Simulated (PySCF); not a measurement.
# CH$_{13}$NOSi$_{4}$: full NMR table

```yaml
Formula: CH13NOSi4
SMILES: C[Si@@H](O[SiH3])N([SiH3])[SiH3]
Point_group_of_the_computed_structure: C1
Degrees_of_unsaturation: 0
Carbon_signals: 1
Proton_signals: 4
```

Molfile (atoms numbered from 1):
```
CH13NOSi4
     RDKit          3D

 20 19  0  0  0  0  0  0  0  0999 V2000
    1.1851    1.4508   -1.8078 C   0  0  0  0  0  0  0  0  0  0  0  0
    0.7631   -0.1739   -0.9974 Si  0  0  1  0  0  4  0  0  0  0  0  0
    1.6819   -0.3969    0.3694 O   0  0  0  0  0  0  0  0  0  0  0  0
    2.9656    0.0804    1.3024 Si  0  0  0  0  0  4  0  0  0  0  0  0
   -0.8796   -0.2146   -0.4075 N   0  0  0  0  0  0  0  0  0  0  0  0
   -2.2375   -0.1512   -1.5083 Si  0  0  0  0  0  4  0  0  0  0  0  0
   -1.1544   -0.3898    1.3196 Si  0  0  0  0  0  4  0  0  0  0  0  0
    1.0276    2.2834   -1.1044 H   0  0  0  0  0  0  0  0  0  0  0  0
    0.5478    1.6240   -2.6894 H   0  0  0  0  0  0  0  0  0  0  0  0
    2.2340    1.4670   -2.1429 H   0  0  0  0  0  0  0  0  0  0  0  0
    1.0162   -1.3078   -1.9338 H   0  0  0  0  0  0  0  0  0  0  0  0
    3.6458   -1.1275    1.8492 H   0  0  0  0  0  0  0  0  0  0  0  0
    3.9364    0.8668    0.4807 H   0  0  0  0  0  0  0  0  0  0  0  0
    2.4801    0.9308    2.4286 H   0  0  0  0  0  0  0  0  0  0  0  0
   -3.0719    1.0712   -1.2970 H   0  0  0  0  0  0  0  0  0  0  0  0
   -3.1223   -1.3476   -1.3700 H   0  0  0  0  0  0  0  0  0  0  0  0
   -1.6837   -0.1165   -2.8980 H   0  0  0  0  0  0  0  0  0  0  0  0
   -0.5383    0.7219    2.1042 H   0  0  0  0  0  0  0  0  0  0  0  0
   -0.6618   -1.6924    1.8564 H   0  0  0  0  0  0  0  0  0  0  0  0
   -2.6388   -0.3317    1.5058 H   0  0  0  0  0  0  0  0  0  0  0  0
  1  2  1  0
  2  3  1  0
  3  4  1  0
  2  5  1  0
  5  6  1  0
  5  7  1  0
  1  8  1  0
  1  9  1  0
  1 10  1  0
  2 11  1  6
  4 12  1  0
  4 13  1  0
  4 14  1  0
  6 15  1  0
  6 16  1  0
  6 17  1  0
  7 18  1  0
  7 19  1  0
  7 20  1  0
M  END
```

Computational details: geometry: PBE0-D3(BJ)/def2-SVP, NMR shieldings at PBE0/pcSseg-1/GIAO, in PySCF 2.14.0 with density-fitted response routines (averaged over atoms made equivalent by symmetry, fast rotation or ring inversion, one conformer, no solvent, no relativistic terms).

Chemical shifts δ = σref − σ; ¹H (σ = 31.27 ppm) and ¹³C (σ = 184.41 ppm) and ²⁹Si (σ = 351.99 ppm) against TMS; ¹⁵N (σ = 265.67 ppm) vs NH3; H2O for ¹⁷O (σ = 334.56 ppm), all at this level.

```tsv
carbon	δC, type	δH (multiplicity)	HMBC from (2–3 bonds)	span of the C tensor (ppm)
C1	1.5, CH3	0.29 (d)	H11	16
```

Other nuclei:
```json
{"atoms": "H11", "nucleus": "¹H", "environment": "hydrogen on a silicon bonded to C, N, O", "δ (ppm)": "5.12", "σ (ppm)": "26.15"}
{"atoms": "H12/H13/H14", "nucleus": "¹H", "environment": "hydrogen on a silicon bonded to O", "δ (ppm)": "5.09", "σ (ppm)": "26.18"}
{"atoms": "H15/H16/H17/H18/H19/H20", "nucleus": "¹H", "environment": "hydrogen on a silicon bonded to N", "δ (ppm)": "4.62", "σ (ppm)": "26.65"}
{"atoms": "Si2", "nucleus": "²⁹Si", "environment": "silicon bonded to C, N, O, H", "δ (ppm)": "-8.9", "σ (ppm)": "360.9"}
{"atoms": "Si4", "nucleus": "²⁹Si", "environment": "silicon bonded to O, 3 H", "δ (ppm)": "-39.4", "σ (ppm)": "391.4"}
{"atoms": "Si6/Si7", "nucleus": "²⁹Si", "environment": "silicon bonded to N, 3 H", "δ (ppm)": "-54.3", "σ (ppm)": "406.3"}
{"atoms": "N5", "nucleus": "¹⁵N", "environment": "nitrogen bonded to 3 Si", "δ (ppm)": "4.3", "σ (ppm)": "261.4"}
{"atoms": "O3", "nucleus": "¹⁷O", "environment": "oxygen bonded to 2 Si", "δ (ppm)": "39.0", "σ (ppm)": "295.5"}
```

δC 1.5: methyl carbon bonded to Si; an electropositive neighbour leaves it electron-rich and shielded. δH 5.12: hydrogen on a silicon bonded to C, N, O. δH 5.09: hydrogen on a silicon bonded to O. δH 4.62: hydrogen on a silicon bonded to N. δH 0.29: hydrogen on a methyl carbon bonded to Si; an electropositive neighbour shields it, as in TMS itself.

Shifts are as computed. Against solution values, carbons near 30 ppm lie about +2 ppm off and those near 130 ppm about +5 ppm. Of 1211 compounds with measured shifts, 218 miss one by over three times the rms of a fit or turn the order of signals round; such compounds aren't used in these exercises. Experimental scales use liquid or dissolved standards, which lie at an offset from isolated NH3 (liquid NH3: subtract about 20 ppm) and H2O (liquid H2O: subtract about 36 ppm). Multiplicities follow the n + 1 count of equivalent neighbours, as no J values were calculated; m marks all less simple cases, F and P coupling included.
